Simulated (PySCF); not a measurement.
A structure optimised at B3LYP-D3(BJ)/def2-TZVPD, used in a PySCF frequency run:

```xyz
2

Sr     0.0000     0.0000    -0.4025
F      0.0000     0.0000     1.6994
```
Charge 0, spin multiplicity 2.

Q: Write its SMILES, formula and point group.

A: [F][Sr], FSr, C∞v

Q: What are its rotational constants (standard atomic weights)?

A: 7.3265 GHz (linear rotor, B only)
